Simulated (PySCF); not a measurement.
Isomers of C9H12O2S, from PBE0-D3(BJ)/def2-SVP geometry optimisation, gas phase (PySCF 2.14.0). One conformer each, no zero-point energy, no frequencies.

**Question.** Which is lower in electronic energy at this level?
A. `C#C[C@@H]1C[C@]2(C)CC[C@H]1S2(=O)=O`: A = 1449, B = 722.7, C = 693.2 MHz, dipole 4.45 D
B. `[CH3:1][CH:2]([CH3:3])[S:4](=[O:5])(=[O:6])[c:7]1[cH:8][cH:9][cH:10][cH:11][cH:12]1` with C1–C2–S4–O5 50°, C2–S4–C7–C8 97°: A = 1627, B = 566.2, C = 534.6 MHz, dipole 4.81 D

**Answer.** B. That is `CC(C)S(=O)(=O)c1ccccc1`, 43.4 kcal/mol below the other.

```json
{"SMILES": "CC(C)S(=O)(=O)c1ccccc1", "mapped SMILES": "[CH3:1][CH:2]([CH3:3])[S:4](=[O:5])(=[O:6])[c:7]1[cH:8][cH:9][cH:10][cH:11][cH:12]1", "E (Eh)": "-897.58982", "relative (kcal/mol)": "0.0", "relative (kJ/mol)": "0.0", "dipole (D)": "4.81"}
{"SMILES": "C#C[C@@H]1C[C@]2(C)CC[C@H]1S2(=O)=O", "mapped SMILES": "[CH:1]#[C:2][C@@H:3]1[CH2:4][C@:5]2([CH3:6])[CH2:7][CH2:8][C@H:9]1[S:10]2(=[O:11])=[O:12]", "E (Eh)": "-897.52073", "relative (kcal/mol)": "43.4", "relative (kJ/mol)": "181.4", "dipole (D)": "4.45"}
```

As drawn, the lower has an aromatic ring, which the higher lacks; the higher has a C≡C bond, which the lower lacks.
